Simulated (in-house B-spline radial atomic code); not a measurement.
A fraction x of an electron is moved 4d → 4f in the antimony ion Sb³⁺, starting from [Kr] 4d10 5s2 and keeping the highest spin. All numbers are computed (scalar-relativistic (X2C) Hartree-Fock with fractional occupations, spin-polarised, spherical fractional occupations; Fermi nucleus of rms radius 4.6802 fm) with a B-spline radial code for spherical atoms, not measured.

Caution: exact exchange at fractional occupations of open shells leaves self-interaction of up to several eV.

```tsv
x	E(x) - E(0) (eV)	4d down level (eV)	4f up level (eV)
0	0.0000	-73.397	-
0.125	8.2245	-74.334	-8.202
0.25	16.5307	-75.219	-8.463
0.375	?	?	?
0.5	33.3569	-76.805	-8.997
0.625	41.8598	-77.495	-9.270
0.75	?	?	?
0.875	58.9963	-78.637	-9.826
1	67.6088	-79.083	-10.109
```

Q: What belongs in the row x = 0.375?

A: An energy change of 24.9109 eV; 4d down at -76.044 eV, 4f up at -8.728 eV.

Q: What belongs in the row x = 0.75?

A: An energy change of 50.4097 eV; 4d down at -78.107 eV, 4f up at -9.547 eV.

Q: Check Janak's theorem between x = 0.125 and 0.25.

A: The slope of the energy is 66.45 eV; the orbital levels give 66.44 eV (ε of the receiving orbital less ε of the emptying one, averaged over the two points).
